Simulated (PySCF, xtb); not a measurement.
1-chloro-2,2-difluoropropane (C3H5ClF2), SMILES FC(F)(CCl)C. The values are those of a single conformer.

Harmonic wavenumbers (cm⁻¹) from GFN2-xTB (xtb) at its own minimum, in rising order: 63, 162, 185, 312, 320, 396, 468, 506, 752, 808, 862, 920, 955, 1067, 1109, 1189, 1215, 1246, 1384, 1410, 1449, 1458, 2987, 2995, 3053, 3061, 3067.

What does PySCF with PBE-D3(BJ)/def2-SVP give at its own minimum? (The exact figures need the calculation; the answer reports its results.)

97, 190, 226, 326, 333, 413, 491, 541, 751, 808, 855, 918, 940, 1073, 1131, 1217, 1254, 1270, 1354, 1386, 1405, 1411, 3001, 3026, 3101, 3104, 3112. Paired by order, the mean absolute difference is 25 cm⁻¹ and the zero-point energies are 47.7 and 48.2 kcal/mol.
